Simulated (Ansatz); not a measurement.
Reaction (ligand exchange at the In–C bond): `[CH3][InH][C]#N` + HCl → `[CH3][InH][Cl]` + `C#N`

Gas-phase electronic energies from Ansatz, PBE0-D4/def2-TZVP geometries. CCSD(T)/CBS adds triple-zeta CCSD(T) − MP2 to the extrapolated MP2 energy (def2 sets, frozen cores). This one scheme is used for every species. Functionals use def2-TZVPP. def2 core potentials past Kr. For In outer-core shells are correlated without core-valence functions, which leaves a few kJ/mol of doubt a bond.

```
           level  ΔE (kJ/mol)  difference from CCSD(T)/CBS
         BLYP-D4        -86.6                         -4.1
            BLYP        -86.8                         -4.3
            PBE0        -84.4                         -1.9
           BHLYP        -87.1                         -4.6
       CAM-B3LYP        -83.1                         -0.6
   CCSD/def2-SVP        -82.9                         -0.4
CCSD(T)/def2-SVP        -81.5                          1.0
  MP2/def2-TZVPP        -77.2                          5.3
 CCSD/def2-TZVPP        -75.6                          6.9
  MP2/def2-QZVPP        -81.9                          0.6
     CCSD(T)/CBS        -82.5                            0
```

Largest T1 diagnostic among the species: 0.014.

In def2-TZVPP, CCSD(T) changes the Hartree–Fock value by +13.7 kJ/mol (the triples alone add +1.2 kJ/mol) and MP2 by +10.8 kJ/mol. Leaving LDA and LC-ωPBE aside and taking each functional with its dispersion term where it has one, the values, not all of them listed here, spread over 8.9 kJ/mol, from B97M-V to ωB97M-V.
